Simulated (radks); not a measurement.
Results of a calculation; reference values are marked as such.
Question: Pb LXXVII, configuration [He] 2s2 2p2. Level of theory: scalar-relativistic Kohn-Sham, HCTH/407, spin-unpolarised, spherical densities, point nucleus (a radial shooting solver on a logarithmic mesh with Libxc functionals). Some entries of the table are withheld. Estimate them.

| orbital | occ. | eigenvalue (eV) | r(max) (bohr) | <r^2> (bohr^2) |
|---|---|---|---|---|
| 1s | 2 | -97179.24 | 0.009829 | 0.0003550 |
| 2s | 2 | (1) | (2) | (3) |
| 2p | 2 | -21640.15 | (4) | 0.004225 |

Answer: 
(1) 2s eigenvalue (eV): -23750.76
(2) 2s r(max) (bohr): 0.05606
(3) 2s <r^2> (bohr^2): 0.005073
(4) 2p r(max) (bohr): 0.04632
